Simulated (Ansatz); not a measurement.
Si₂₀H₂₉, a nanocrystal with a defect cut from the lattice of silicon (one cap removed). Charge 0, multiplicity 2. Geometry PBE-D4/def2-SVP, basis def2-SVP, Ansatz.

```xyz
49

Si    2.241    1.222    1.433
Si    3.730   -1.585   -0.848
Si   -0.522   -1.256    2.538
Si    1.099   -3.942    0.201
Si    2.691    2.211   -2.313
Si   -1.493    2.232    1.165
Si   -0.880    3.177   -2.570
Si   -0.032   -0.431   -1.180
Si   -2.945   -2.847   -0.088
Si   -3.870    0.473   -1.394
Si    3.887   -0.451    1.213
Si    2.982    2.885   -0.065
Si    0.049    0.450    1.004
Si    1.512   -2.210   -1.345
Si    0.893   -3.138    2.408
Si   -2.658   -2.175    2.154
Si    0.547    1.320   -2.632
Si   -1.093    3.986   -0.359
Si   -3.711    1.606    0.667
Si   -2.223   -1.199   -1.613
H     2.292    1.775    2.839
H     4.326   -0.737   -1.938
H     4.539   -2.856   -0.759
H    -0.472   -0.702    3.944
H     2.280   -4.881    0.139
H    -0.130   -4.729   -0.165
H     3.773    1.239   -2.694
H     2.814    3.424   -3.202
H    -1.447    2.787    2.570
H    -0.257    4.255   -3.422
H    -2.241    2.867   -3.129
H    -2.239   -4.156   -0.315
H    -4.416   -3.069   -0.341
H    -3.808    1.466   -2.522
H    -5.212   -0.216   -1.461
H     5.230    0.236    1.282
H     3.823   -1.445    2.340
H     4.450    3.117    0.207
H     2.264    4.188    0.150
H     1.463   -2.780   -2.744
H     2.257   -2.842    2.967
H     0.273   -4.221    3.256
H    -2.787   -3.392    3.038
H    -3.750   -1.213    2.536
H     0.147    4.760   -0.002
H    -2.267    4.934   -0.278
H    -4.522    2.876    0.581
H    -4.306    0.755    1.756
H    -2.281   -1.767   -3.012
```

| run | HOMO (eV) | LUMO (eV) |
| --- | --- | --- |
| A | -7.00 | -2.29 |
| B | -5.63 | -3.65 |
| C | -5.03 | -3.99 |
| D | -6.00 | -3.29 |
| E | -5.39 | -3.78 |

HSE06 is defined as in plane-wave codes, on full-range PBE exchange. Single mean-field runs in def2-SVP are fitted with def2-universal-jkfit.

HOMO and LUMO are taken over both spins.

The runs used CAM-B3LYP, HSE06, PBE, PBE0, r2SCAN. Estimate which is which.

A CAM-B3LYP (range-separated); B HSE06 (range-separated); C PBE (0 % exact exchange); D PBE0 (25 % exact exchange); E r2SCAN (0 % exact exchange). Exact exchange lowers occupied and raises empty levels; among semilocal functionals meta-GGAs tend to open the gap a little, and such runs are hard to tell apart. The gap grows from 1.05 eV (PBE) to 4.71 eV (CAM-B3LYP).
